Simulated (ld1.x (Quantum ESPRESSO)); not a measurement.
Transferability test, PAW potential for sulfur

sulfur (S), PAW, made with ld1.x (Quantum ESPRESSO) 7.5 (LDA (PZ), scalar-relativistic). Core [Ne], reference 3s2 3p4. Waves: 3s (bound): rcut 1.20, rcutus 1.30 bohr; 3s channel at 1.5 Ry: rcut 1.20, rcutus 1.30 bohr; 3p (bound): rcut 1.20, rcutus 1.30 bohr; 3p channel at 1.8 Ry: rcut 1.20, rcutus 1.30 bohr; 3d channel at 0.05 Ry: rcut 1.30, rcutus 1.40 bohr; 3d channel at 1.4 Ry: rcut 1.30, rcutus 1.40 bohr. Local part: all-electron potential smoothed inside 1.00 bohr (lloc = -1). Core correction: Bessel-smoothed model core inside 1.20 bohr. Augmentation charge: PSQ, radius 1.05 bohr.

Energies are relative to the spin-unpolarised reference configuration 3s2 3p4; without spin polarisation the order of configurations can differ from experiment. Spin-polarised rows fill each open shell by Hund’s rule, majority spin first.

```json
{"valence configuration": "3s2 3p3", "charge": "+1", "ΔE all-electron (eV)": "11.863", "error AE − PS (meV)": "-1.5"}
{"valence configuration": "3s2 3p2", "charge": "+2", "ΔE all-electron (eV)": "34.236", "error AE − PS (meV)": "-9.2"}
{"valence configuration": "3s2 3p1", "charge": "+3", "ΔE all-electron (eV)": "68.394", "error AE − PS (meV)": "-38"}
{"valence configuration": "3s2 3p4.3", "charge": "-0.3", "ΔE all-electron (eV)": "-1.741", "error AE − PS (meV)": "+0.2"}
{"valence configuration": "3s2 3p0", "charge": "+4", "ΔE all-electron (eV)": "115.377", "error AE − PS (meV)": "-117"}
{"valence configuration": "3s0 3p6", "charge": "0", "ΔE all-electron (eV)": "20.607", "error AE − PS (meV)": "-1.5"}
{"valence configuration": "3s2 3p3 (spin-polarised)", "charge": "+1", "ΔE all-electron (eV)": "9.898", "error AE − PS (meV)": "-3.6"}
```

**Question.** What are ΔE and the potential's error for 3s2 3p4 (spin-polarised)?

**Answer.** ΔE = -0.706 eV all-electron; the error (AE − PS) is -0.6 meV.

**Question.** What are ΔE and the potential's error for 3s1 3p4?

**Answer.** ΔE = 22.660 eV all-electron; the error (AE − PS) is -2.4 meV.
